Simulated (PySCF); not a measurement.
Isomers of C6H8FNSi2, one GFN2-xTB conformer each. Single-point energies are computed at PBE0/pcSseg-1 (PySCF, gas phase, no added dispersion term), electronic only.

Question: Rank them by PBE0/pcSseg-1 energy, lowest first (kJ/mol).
A. `[CH3:1][C:2]#[C:3]/[C:4]([SiH2:5][F:6])=[C:7](\[SiH3:8])[C:9]#[N:10]` with C3–C4–Si5–F6 -3°
B. `C(#C[Si@]1(C[Si@@H](C1)F)C#N)C`

Answer: B (0.0), A (191.3).

As drawn, the lower has a four-membered ring, which the higher lacks; the higher has a C=C bond outside aromatic rings, which the lower lacks. GFN2-xTB itself gives, in the same order: 107.6, 0.0. GFN2-xTB puts CC#C/C([SiH2]F)=C(\[SiH3])C#N lowest instead.

Which frontier levels, dipoles and rotational constants go with these structures?

```tsv
SMILES	HOMO (eV, PBE0/pcSseg-1)	LUMO (eV)	dipole (D)	A, B, C (MHz)
CC#C[Si@]1(C#N)C[Si@@H](F)C1	-8.09	-1.02	5.83	1449, 540.1, 434.4
CC#C/C([SiH2]F)=C(\[SiH3])C#N	-7.44	-2.62	4.75	972.9, 792.0, 442.4
```
